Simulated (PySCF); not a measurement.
An unknown is described by computed data only.

Formula: C8H12O2.

| Property | Result |
| --- | --- |
| 13C NMR | chemical shifts (computed TMS as zero) by class: 176.9 (1 C), 132.2 (1 C), 131.6 (1 C), 52.0 (1 C), 42.6 (1 C), 30.2 (1 C), 28.5 (1 C), 28.1 (1 C) ppm [GIAO B97-2/pcSseg-1] |
| Polarisability | 98.1 au [wB97X-D/def2-SVPD] |
| NMR, other nuclei | isotropic shieldings of nuclei other than C and H, by class: -101 (1 O), 152 (1 O) ppm [GIAO B97-2/pcSseg-1] |
| Valence photoelectron | vertical ionisation energy: 9.12 eV [ΔSCF wB97X-D/def2-SVPD] |
| UV, strongest line | among the 10 lowest singlet transitions: S3 at 7.15 eV (173 nm, f = 0.163) [TDDFT wB97X-D/def2-SVPD] |
| Rotational structure | rotational constants A, B, C: 2.916, 0.783, 0.734 GHz [PBE0-D3(BJ)/def2-SVP] |

Gas-phase values; electronic properties from PySCF, density fitting. Levels stand in brackets. Geometry: PBE0-D3(BJ)/def2-SVP, one conformer, isolated molecule. NMR values are class means; diastereotopic atoms form classes of their own.

Task: Propose a structure and show how it fits.

Result: Numbering: `[CH3:1][O:2][C:3](=[O:4])[C@@H:5]1[CH2:6][CH:7]=[CH:8][CH2:9][CH2:10]1`. Its formula, C8H12O2, gives 3 degrees of unsaturation: 1 ring and 2 π bonds in the structure found. 8 carbons fall into 8 classes; from least to most shielded: ester carbonyl carbon [C3] (176.9 ppm), alkene CH carbon [C8] (132.2 ppm), alkene CH carbon [C7] (131.6 ppm), methoxy carbon [C1] (52.0 ppm), sp3 carbon next to a carbonyl [C5] (42.6 ppm), allylic carbon [C6] (30.2 ppm), ring CH2 carbon [C10] (28.5 ppm), allylic carbon [C9] (28.1 ppm). The other shieldings belong to: -101 ppm, ester carbonyl oxygen [O4]; 152 ppm, ester single-bonded oxygen [O2]. The first electron is taken from the HOMO, whose largest Löwdin shares are 0.33 on each of 2 atoms of one kind (alkene CH carbon) and 0.08 on each of 2 atoms of one kind (allylic carbon). The optimised geometry has point group C1 and is an asymmetric top. Structure: `COC(=O)[C@@H]1CC=CCC1`. Computed isomers that give other values at the same levels: `C[C@@]1(OC=O)CC=CCC1` (rotational constant A: 2.122 GHz; this holds for the one conformer computed); `C=C1CCC[C@H](C(=O)O)C1` (rotational constant A: 2.423 GHz; this holds for the one conformer computed); `CC(=O)OC1=CCCCC1` (rotational constant A: 3.215 GHz; this holds for the one conformer computed). The assignments are read from this structure; whether some other isomer fits the data as well wasn't checked. The mirror image fits equally.
